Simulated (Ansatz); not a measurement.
**AlI (iodoaluminum): the vertical ionisation energy from total energies**

AlI has 2 atoms, charge 0, and is taken as a singlet. As SMILES, `[Al][I]`. The bond length is the measured one.

```xyz
2

Al    0.0000    0.0000    0.0000
I     0.0000    0.0000    2.5371
```

Both states at this one shape; open shells run unrestricted unless said. 1 Eh = 27.2114 eV.

```tsv
level	program	singlet AlI (Eh)	doublet AlI+ (Eh)
SVWN5/def2-TZVPPD (core potential)	Ansatz	-538.737123	-538.411819
B3LYP/STO-3G	Ansatz	-7092.371365	-7092.152926
HSE06/def2-TZVPPD (core potential)	Ansatz	-540.079667	-539.759422
```

Problem. Work out the vertical ionisation energy at each level.

Solution. 
1. SVWN5/def2-TZVPPD (core potential): -538.411819 − (-538.737123) = 0.325304 Eh = 8.85 eV.
2. B3LYP/STO-3G: -7092.152926 − (-7092.371365) = 0.218439 Eh = 5.94 eV.
3. HSE06/def2-TZVPPD (core potential): -539.759422 − (-540.079667) = 0.320245 Eh = 8.71 eV.

No measured value is set beside it here; the levels span 5.94 to 8.85 eV. Spin-orbit coupling, which splits open shells on such heavy atoms by tenths of an eV, is left out. Minimal sets are far from the basis-set limit. All-electron rows are non-relativistic unless named.
